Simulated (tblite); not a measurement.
Species: C₅H₁₀F₂OSi.
SMILES with atom numbers: `[CH3:1][O:2][CH2:3][Si@H:4]([F:5])[CH2:6]/[CH:7]=[CH:8]\[F:9]` (hydrogens: H10, H11, H12 on C1; H13, H14 on C3; H15 on Si4; H16, H17 on C6; H18 on C7; H19 on C8)

Computed with GFN2-xTB (tblite), gas phase: L-BFGS steps from a force-field or distance-geometry start until the largest atomic force falls under 0.01 eV/Å.

Geometry at step 0:
```
atom  x, y, z in Å
C1     -3.4151   -0.1703    1.0868
O2     -2.0391    0.1325    0.9982
C3     -1.6028    0.3389   -0.3454
Si4     0.2071    0.7811   -0.6019
F5      0.4828    0.8345   -2.1709
C6      1.3146   -0.5628    0.1231
C7      2.7911   -0.3726   -0.1431
C8      3.7095   -0.1803    0.8192
F9      3.3798   -0.1316    2.1191
H10    -3.6866   -0.3242    2.1428
H11    -3.6560   -1.0831    0.5297
H12    -4.0189    0.6652    0.7034
H13    -1.8255   -0.5667   -0.9125
H14    -2.2049    1.1555   -0.7791
H15     0.5227    2.1161   -0.0116
H16     1.1239   -0.6233    1.2154
H17     1.0206   -1.5244   -0.2949
H18     3.1207   -0.4228   -1.1753
H19     4.7662   -0.0522    0.6784
```

Question: Give the atomic forces at this geometry.

Answer: 
```tsv
atom	Fx (eV/Å)	Fy (eV/Å)	Fz (eV/Å)
C1	0.032	0.152	0.164
O2	0.265	0.028	-0.007
C3	-0.919	0.070	0.161
Si4	0.459	0.797	1.498
F5	0.001	0.090	-0.703
C6	0.655	-0.174	0.579
C7	0.316	0.042	0.999
C8	-1.051	-0.210	-1.122
F9	-0.095	0.027	0.155
H10	0.371	0.074	-0.317
H11	-0.014	0.028	-0.063
H12	0.016	-0.105	-0.072
H13	-0.178	-0.193	-0.275
H14	-0.078	-0.134	-0.083
H15	-0.101	-0.466	-0.418
H16	0.243	0.033	-0.579
H17	-0.003	-0.149	-0.075
H18	-0.072	0.067	0.268
H19	0.154	0.023	-0.110
```

The largest, 1.76 eV/Å, acts on Si4; the rms over all components is 0.425 eV/Å. The forces sum to zero within rounding, as they must for an isolated molecule in no field.

Question: Give the force on Si4 in Eh/bohr and in nN.

Answer: 1.758 eV/Å ÷ 51.422 = 0.03418 Eh/bohr, and 1.758 eV/Å × 1.602 = 2.82 nN.

Question: How far is this geometry from the end of the optimisation?

Answer: 0.180 eV above it, and 0.161 Å rms away after alignment. The bonds farthest from their final lengths, with half the difference of the two atoms' forces along the bond (positive lengthens):

| bond | now (Å) | final (Å) | force along bond (eV/Å) |
| --- | --- | --- | --- |
| Si4–H15 | 1.493 | 1.454 | -1.00 |
| Si4–F5 | 1.594 | 1.626 | +1.03 |
| C7=C8 | 1.344 | 1.320 | -1.24 |
| C6–C7 | 1.512 | 1.489 | -0.19 |
| C3–Si4 | 1.881 | 1.903 | +0.66 |
| C6–H16 | 1.110 | 1.089 | -0.54 |

The angle farthest from its final value is O2–C3–Si4, 117.2° against 107.1°.

Of the 6 listed bonds off by 0.010 Å or more, this force points towards the final length in 6.

What follows is the cost of the whole relaxation. Hardware: one thread of an Arm Neoverse V2, no GPU, shared host with 32 logical CPUs at a one-minute load of 41. Cost: 0.59 s.
